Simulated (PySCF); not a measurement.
# Excitation energy of Au⁺ by level of theory

Au⁺ [Xe] 4f14 5d10 (1S) → Au⁺ [Xe] 4f14 5d9 6s1, s spin flipped, as a difference of total energies. Computed with PySCF 2.14 in x2c-TZVPPall with one added diffuse shell each of s, p, d, f type (12s8p8d4f1g, 113 functions), with the spin-free X2C one-electron Hamiltonian (Gaussian nucleus). Correlated levels: valence: [Xe] 4f14 frozen; valence and next inner shell: [Kr] 4d10 4f14 frozen. The calculations carry no spin-orbit coupling.

| method | excitation energy (eV) |
| --- | --- |
| UHF | 2.497 |
| LDA | 2.585 |
| PBE | 2.523 |
| PBE0 | 2.648 |
| r2SCAN | 2.359 |
| r2SCANh | 2.411 |
| B2PLYP | 2.666 |
| M06-L | 2.336 |
| MP2 (valence) | 2.987 |
| SCS-MP2 (valence) | 2.938 |
| MP2 (valence and next inner shell) | 2.846 |
| SCS-MP2 (valence and next inner shell) | 2.813 |

**Question.** How much does correlation contribute at MP2 (valence and next inner shell)?

**Answer.** 2.846 − (2.497) = 0.349 eV, measured against UHF.

The upper determinant mixes two multiplicities, so it lies between the two terms.
